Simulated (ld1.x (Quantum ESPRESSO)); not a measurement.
# neodymium: one change to a TM potential, before and after

ld1.x (Quantum ESPRESSO) 7.5 input, shortened:

```
&input
   title='Nd', zed=60., rel=1, dft='PBESOL', iswitch=3,
   config='[Xe] 4f4 5d0 6s0 6p0'
 /
 &inputp
   pseudotype=2, tm=.true., lloc=-1, rcloc=1.85,
   nlcc=.true., new_core_ps=.true., rcore=0.75
 /
4
6S  1  0   0.00   0.00  2.90  2.90  0.0
5P  2  1   6.00   0.00  2.50  2.50  0.0
5D  3  2   0.00   0.00  3.50  3.50  0.0
4F  4  3   4.00   0.00  0.90  0.90  0.0
 &test
   configts(1)='4f4 5p6 5d0 6s0 6p0'
 /
```

Change: wave 6s (bound): rc 2.90 bohr becomes 6s (bound): rc 2.32 bohr.

Cutoffs: the cutoffs (Ry, on a coarse ladder) from which the occupation-weighted sum of valence levels, in a spherical-Bessel basis at the reference potential, stays within 10 and 1 mRy of its value at 400 Ry; they do not see the model core or the augmentation charge, which bear on the density cutoff. Errors are all-electron minus pseudo energies relative to the spin-unpolarised reference configuration.

Problem. What does the change do?

Solution. Both files keep a bound ghost (s); of the 7 tests that both files solve, the error grows in 0 and shrinks in 2 by more than 15 % and 0.3 meV (median size 59.9 → 59.9 meV).

| quantity | base | changed |
| --- | --- | --- |
| cutoff, loose | over 300 Ry | over 300 Ry |
| cutoff, tight | over 300 Ry | over 300 Ry |
| bound ghosts | s | s |
| error for 4f4 5p6 5d0 6s2 6p0, meV [ΔE -16.51 eV] | +29 | -0.6 |
| error for 4f4 5p6 5d0 6s1 6p0, meV [ΔE -10.69 eV] | +7.4 | -1.6 |
| error for 4f3 5p6 5d0 6s0 6p0, meV [ΔE 22.49 eV] | -212 | -212 |
| error for 4f4 5p6 5d1 6s0 6p0, meV [ΔE -9.65 eV] | -9.8 | -9.9 |
| error for 4f4 5p5 5d0 6s2 6p0, meV [ΔE 10.35 eV] | -176 | -159 |
| error for 4f5 5p6 5d0 6s0 6p0, meV [ΔE -8.20 eV] | -105 | -105 |
| error for 4f4 5p6 5d0 6s0 6p1, meV [ΔE -7.72 eV] | +60 | +60 |
| s: phases at 3.81 bohr within 0.05 rad from the reference energy up to (Ry; the scan ends near 5) | n/a | n/a |
| p: phases at 3.81 bohr within 0.05 rad from the reference energy up to (Ry; the scan ends near 5) | -0.8 | -0.8 |
| d: phases at 3.81 bohr within 0.05 rad from the reference energy up to (Ry; the scan ends near 5) | 3.9 | 3.9 |
| f: phases at 3.81 bohr within 0.05 rad from the reference energy up to (Ry; the scan ends near 5) | 0.1 | 0.1 |

 A true bound ghost makes a file unfit for plane-wave use even where its test errors are small: the radial tests pick states by their node count and pass the ghost by.
